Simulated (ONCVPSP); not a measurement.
## LDA (Perdew-Zunger) ONCV dataset for zirconium (Zr), scalar-relativistic all-electron reference.

The input file (ONCVPSP 4.0.1):

```
# ATOM AND REFERENCE CONFIGURATION
# atsym  z   nc   nv     iexc    psfile
  Zr 40.00    6    5        3      upf
#
#   n    l    f
    1    0    2.00
    2    0    2.00
    2    1    6.00
    3    0    2.00
    3    1    6.00
    3    2   10.00
    4    0    2.00
    4    1    6.00
    4    2    2.00
    5    0    1.75
    5    1    0.25
#
# PSEUDOPOTENTIAL AND OPTIMIZATION
# lmax
    2
#
#   l,   rc,      ep,       ncon, nbas, qcut
    0    2.30    0.00    3    7    6.00
    1    2.05    0.00    4    7    7.10
    2    2.35    0.00    3    8    6.60
#
# LOCAL POTENTIAL
# lloc, lpopt,  rc(5),   dvloc0
    4    1    1.80    0.00
#
# VANDERBILT-KLEINMAN-BYLANDER PROJECTORs
# l, nproj, debl
    0    2    1.70
    1    2    1.80
    2    1    2.40
#
# MODEL CORE CHARGE
# icmod, fcfact, rcfact
    0    0.00    0.00
#
# LOG DERIVATIVE ANALYSIS
# epsh1, epsh2, depsh
   -4.00    5.00    0.02
#
# OUTPUT GRID
# rlmax, drl
    6.00    0.01
#
# TEST CONFIGURATIONS
# ncnf
    4
# nvcnf
#   n    l    f
    5
    4    0    2.00
    4    1    6.00
    4    2    2.00
    5    0    2.00
    5    1    0.00
#
    5
    4    0    2.00
    4    1    6.00
    4    2    2.00
    5    0    1.00
    5    1    0.00
#
    5
    4    0    2.00
    4    1    6.00
    4    2    2.00
    5    0    0.00
    5    1    0.00
#
    5
    4    0    2.00
    4    1    6.00
    4    2    1.00
    5    0    2.00
    5    1    0.00
#
```

Command:

```bash
oncvpsp.x < Zr.dat > Zr.out
```

The program printed (shortened: citation, most of the input echo, consistency checks and plot data are left out):

```
ONCVPSP  (Optimized Norm-Conservinng Vanderbilt PSeudopotential)
scalar-relativistic version 4.0.1

#   n    l    f        energy (Ha)
    1    0    2.00    -6.5411805E+02
    2    0    2.00    -9.0665143E+01
    2    1    6.00    -8.0917548E+01
    3    0    2.00    -1.4845233E+01
    3    1    6.00    -1.1670162E+01
    3    2   10.00    -6.4409575E+00
    4    0    2.00    -2.0150547E+00
    4    1    6.00    -1.2060785E+00
    4    2    2.00    -1.4749790E-01
    5    0    1.75    -1.7613442E-01
    5    1    0.25    -6.3034647E-02

Reference configufation results
  iterations    28
  all-electron total energy (Ha)   -3.59456843D+03

Begin loop to  construct optimized pseudo wave functions
and semi-local pseudopoentials for all angular momenta

Calculating optimized projector #   1

 for l=   0

    Fraction of norm inside rc  0.983175
    Optimizing pswf for qcut=   5.99 a_B^-1,  ecut=  17.95 Ha
    Residual kinetic energy error=  9.54D-08 Ha

    Energy error per electron        Cutoff
         Ha          eV             Ha
         0.01000     0.27211        3.66
         0.00100     0.02721        8.97
         0.00010     0.00272       12.11
         0.00001     0.00027       14.23

Calculating optimized projector #   2

 for l=   0

    Fraction of norm inside rc  0.119823
    Optimizing pswf for qcut=   5.99 a_B^-1,  ecut=  17.95 Ha
    Residual kinetic energy error=  1.27D-07 Ha

    Energy error per electron        Cutoff
         Ha          eV             Ha
         0.01000     0.27211        3.02
         0.00100     0.02721        8.45
         0.00010     0.00272       12.11
         0.00001     0.00027       14.51

Calculating optimized projector #   1

 for l=   1

    Fraction of norm inside rc  0.904464
    Optimizing pswf for qcut=   7.10 a_B^-1,  ecut=  25.21 Ha
    Residual kinetic energy error=  5.39D-08 Ha

    Energy error per electron        Cutoff
         Ha          eV             Ha
         0.01000     0.27211        7.67
         0.00100     0.02721        9.92
         0.00010     0.00272       11.73
         0.00001     0.00027       16.59

Calculating optimized projector #   2

 for l=   1

    Fraction of norm inside rc  0.029897
    Optimizing pswf for qcut=   7.10 a_B^-1,  ecut=  25.21 Ha
    Residual kinetic energy error=  4.81D-08 Ha

    Energy error per electron        Cutoff
         Ha          eV             Ha
         0.01000     0.27211        5.03
         0.00100     0.02721        7.64
         0.00010     0.00272        9.78
         0.00001     0.00027       16.30

Calculating optimized projector #   1

 for l=   2

    Fraction of norm inside rc  0.618108
    Optimizing pswf for qcut=   6.60 a_B^-1,  ecut=  21.75 Ha
    Residual kinetic energy error=  4.86D-08 Ha

    Energy error per electron        Cutoff
         Ha          eV             Ha
         0.01000     0.27211        9.72
         0.00100     0.02721       12.99
         0.00010     0.00272       15.67
         0.00001     0.00027       18.05

Construct Vanderbilt / Kleinmman-Bylander projectors

B matrix Hermiticity error, ll=   0
   1   2    1.3947E-04

  Orthonormal projector coefficients  1.9665E+00 -1.0379E-01

B matrix Hermiticity error, ll=   1
   1   2    5.4751E-05

  Orthonormal projector coefficients  1.0508E+00 -3.4574E-01

Pseudoatom total energy  -47.317060

Diagnostic tests using Vanderbilt-Kleinman-Bylander pseudopotentials
  1 or more projectors used as specified by nproj input data

   l    rcore       rmatch      e in        delta e   norm test  slope test

   0   2.3068371   2.3768777  -2.0150547   0.0000003   1.0002107   1.0001969
   0   2.3068371   2.3768777  -0.1761344   0.0000020   1.0000128   0.9999931

   1   2.0589950   2.1215106  -1.2060785  -0.0000005   1.0001002   1.0001043
   1   2.0589950   2.1215106  -0.0630346   0.0000014   1.0000307   1.0000271

   2   2.3627015   2.4344382  -0.1474979  -0.0000025   0.9999990   0.9999876

 Testing for bound ghosts
   n   l    E NL Schr. Eq   E Basis Diag.   E Cutoff

   1   0       -2.015054       -2.015054     35.95
   2   0       -0.176132       -0.162623     35.95

   2   1       -1.206079       -1.206076     52.78
   3   1       -0.063033        0.015596     52.78

   3   2       -0.147500       -0.145653     46.20

 Testing for highly-localized positive-energy ghosts
       l    <radius>/rc     E Basis Diag.   E Cutoff

Test configuration 0

   n   l     f        eae           eps        diff
   1   0  2.0000 -654.11805485
   2   0  2.0000  -90.66514262
   2   1  6.0000  -80.91754752
   3   0  2.0000  -14.84523256
   3   1  6.0000  -11.67016152
   3   2 10.0000   -6.44095750
   4   0  2.0000   -2.01505469   -2.01505440    2.90D-07
   4   1  6.0000   -1.20607849   -1.20607901   -5.27D-07
   4   2  2.0000   -0.14749790   -0.14750042   -2.52D-06
   5   0  1.7500   -0.17613442   -0.17613242    2.00D-06
   5   1  0.2500   -0.06303465   -0.06303329    1.35D-06

    Total energies and differences
      AE_ref= -3.59456843D+03  AE_tst= -3.59456843D+03  dif=  0.00D+00
      PS_ref= -4.73170603D+01  PS_tst= -4.73170603D+01  dif=  3.98D-13
      PSP excitation error= -3.98D-13

Test configuration 1

   n   l     f        eae           eps        diff
   1   0  2.0000 -654.10611304
   2   0  2.0000  -90.65339937
   2   1  6.0000  -80.90580643
   3   0  2.0000  -14.83340808
   3   1  6.0000  -11.65834267
   3   2 10.0000   -6.42915755
   4   0  2.0000   -2.00327929   -2.00309823    1.81D-04
   4   1  6.0000   -1.19436720   -1.19429748    6.97D-05
   4   2  2.0000   -0.13732378   -0.13733598   -1.22D-05
   5   0  2.0000   -0.16887779   -0.16886935    8.44D-06

    Total energies and differences
      AE_ref= -3.59456843D+03  AE_tst= -3.59459654D+03  dif= -2.81D-02
      PS_ref= -4.73170603D+01  PS_tst= -4.73451766D+01  dif= -2.81D-02
      PSP excitation error=  1.55D-06

Test configuration 2

   n   l     f        eae           eps        diff
   1   0  2.0000 -654.35713311
   2   0  2.0000  -90.90215356
   2   1  6.0000  -81.15472291
   3   0  2.0000  -15.08236324
   3   1  6.0000  -11.90727583
   3   2 10.0000   -6.67792769
   4   0  2.0000   -2.25158817   -2.25242723   -8.39D-04
   4   1  6.0000   -1.44248168   -1.44282650   -3.45D-04
   4   2  2.0000   -0.37439434   -0.37439627   -1.93D-06
   5   0  1.0000   -0.37570470   -0.37575150   -4.68D-05

    Total energies and differences
      AE_ref= -3.59456843D+03  AE_tst= -3.59432637D+03  dif=  2.42D-01
      PS_ref= -4.73170603D+01  PS_tst= -4.70749541D+01  dif=  2.42D-01
      PSP excitation error= -4.48D-05

Test configuration 3

   n   l     f        eae           eps        diff
   1   0  2.0000 -654.65104200
   2   0  2.0000  -91.19296105
   2   1  6.0000  -81.44574634
   3   0  2.0000  -15.37306630
   3   1  6.0000  -12.19793861
   3   2 10.0000   -6.96838580
   4   0  2.0000   -2.53954325   -2.54209544   -2.55D-03
   4   1  6.0000   -1.72921300   -1.73030263   -1.09D-03
   4   2  2.0000   -0.64359457   -0.64366165   -6.71D-05

    Total energies and differences
      AE_ref= -3.59456843D+03  AE_tst= -3.59383975D+03  dif=  7.29D-01
      PS_ref= -4.73170603D+01  PS_tst= -4.65881465D+01  dif=  7.29D-01
      PSP excitation error= -2.38D-04

Test configuration 4

   n   l     f        eae           eps        diff
   1   0  2.0000 -654.47586920
   2   0  2.0000  -91.03042402
   2   1  6.0000  -81.28224444
   3   0  2.0000  -15.20712466
   3   1  6.0000  -12.03204649
   3   2 10.0000   -6.80349657
   4   0  2.0000   -2.36424942   -2.36198196    2.27D-03
   4   1  6.0000   -1.54831538   -1.54691929    1.40D-03
   4   2  1.0000   -0.45069560   -0.45017846    5.17D-04
   5   0  2.0000   -0.41359278   -0.41345941    1.33D-04

    Total energies and differences
      AE_ref= -3.59456843D+03  AE_tst= -3.59430910D+03  dif=  2.59D-01
      PS_ref= -4.73170603D+01  PS_tst= -4.70579341D+01  dif=  2.59D-01
      PSP excitation error=  2.02D-04
```

The run took about 2.8 s on one core of a shared server CPU.
